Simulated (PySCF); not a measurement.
Species: C₃H₁₃NSi₂, charge 0, multiplicity 1. 
Geometry from a B3LYP-D3(BJ)/def2-TZVP (Ansatz) optimisation:
```xyz
19

C      1.5444     0.2405     1.5845
C      1.1809    -0.1541     0.1561
C      1.8952     0.7178    -0.8751
N     -0.2911    -0.1524    -0.0620
Si    -0.9030    -1.5482    -0.8789
Si    -1.2691     1.1743     0.4713
H      2.6205     0.1501     1.7409
H      1.2699     1.2783     1.7905
H      1.0335    -0.3967     2.3067
H      1.5249    -1.1855     0.0131
H      1.6074     1.7644    -0.7620
H      2.9784     0.6488    -0.7553
H      1.6403     0.4028    -1.8874
H     -2.3681    -1.4189    -1.0266
H     -0.2823    -1.7057    -2.2201
H     -0.5855    -2.7824    -0.1150
H     -0.6507     2.4739     0.1101
H     -2.5859     1.0550    -0.1893
H     -1.4783     1.1918     1.9412
```
Charge 0, spin multiplicity 1.

Dispersion corrections to the total energy (kcal/mol) from the dftd3 and dftd4 libraries through PySCF: D3(BJ) without and D4 with the three-body term, each with the damping fitted for the functional named.

```tsv
functional	D3(BJ)	D4
PW6B95	-6.56	[?]
BP86	[?]	-16.11
BLYP	-25.23	[?]
LC-wPBE	-11.73	-13.13
PBE	-11.96	-11.84
PBE0	-10.64	-10.14
CAM-B3LYP	-9.97	-10.31
```

Task: What belongs in the gaps?

Result: 
- PW6B95, D4: -9.54
- BP86, D3(BJ): -19.61
- BLYP, D4: -25.57
